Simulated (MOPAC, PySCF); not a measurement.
CHF3S, SMILES `FC(F)(F)S`, neutral singlet in the gas phase. 

Cartesian coordinates (Å):
```xyz
6

F     -0.7034    -0.1303     1.2580
C     -0.4258    -0.0287    -0.0446
F     -1.3051    -0.7751    -0.7135
F     -0.6245     1.2479    -0.3835
S      1.2307    -0.6091    -0.4522
H      1.8281     0.2953     0.3358
```
Charge 0, multiplicity 1.

All levels are single points at this geometry (CAM-B3LYP-D3(BJ)/def2-TZVP); Pople sets use spherical d functions. Orbital energies aren't observables, and empty levels follow the basis.

BP86/6-31G* in PySCF gives HOMO (eV) = -6.67.

Estimate the HOMO (eV) from each of these levels: CAM-B3LYP-D3(BJ)/def2-TZVP in PySCF; B3LYP/6-311+G** in PySCF; PBE/6-31G* in PySCF; SVWN5/6-31G* in PySCF; HF/3-21G in PySCF; HF/STO-3G in PySCF; AM1 in MOPAC; PM6 in MOPAC.


| level | HOMO (eV) |
|---|---|
| CAM-B3LYP-D3(BJ)/def2-TZVP in PySCF | -9.65 |
| B3LYP/6-311+G** in PySCF | -8.09 |
| PBE/6-31G* in PySCF | -6.56 |
| SVWN5/6-31G* in PySCF | -6.68 |
| HF/3-21G in PySCF | -11.74 |
| HF/STO-3G in PySCF | -8.39 |
| AM1 in MOPAC | -10.30 |
| PM6 in MOPAC | -10.33 |
